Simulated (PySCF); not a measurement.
## Re⁵⁹⁺: ionisation energy

Re⁵⁹⁺ [Ne] 3s2 3p4 (3P) → Re⁶⁰⁺ [Ne] 3s2 3p3 (4S), as a difference of total energies. Calculation: PySCF 2.14, in an even-tempered Gaussian basis (17 s from 15 bohr⁻², ratio 2.5; 12 p from 20 bohr⁻², ratio 2.5; 4 d from 81 bohr⁻², ratio 2.7; 4 f from 120 bohr⁻², ratio 2.7); scalar relativity by spin-free X2C-1e. Correlated levels: outer shells: 1s2 frozen; virtual orbitals above 40 to 60 times the deepest correlated orbital energy dropped. The calculations carry no spin-orbit coupling.

```json
{"method": "UHF", "ionisation energy (eV)": "6278.6"}
{"method": "LDA", "ionisation energy (eV)": "6281.2"}
{"method": "PBE", "ionisation energy (eV)": "6282.7"}
{"method": "PBE0", "ionisation energy (eV)": "6282.2"}
{"method": "r2SCAN", "ionisation energy (eV)": "6281.9"}
{"method": "M06-2X", "ionisation energy (eV)": "6283.2"}
{"method": "TPSSh", "ionisation energy (eV)": "6282.7"}
{"method": "MP2 (outer shells)", "ionisation energy (eV)": "6279.8"}
{"method": "SCS-MP2 (outer shells)", "ionisation energy (eV)": "6279.8"}
```

Spin-orbit coupling is strong in these open shells (close to jj coupling). The scalar numbers leave it out and a first-order estimate fails, so it can dominate the gap to the real levels.

The ground level that NIST lists for one species does not belong to the high-spin term computed here, so part of any gap is the choice of state.

Breit and QED terms and the two-electron picture change are absent.

For comparison: 6176 ± 7 eV (theoretical estimate listed by NIST; NIST Atomic Spectra Database, ionization energies).
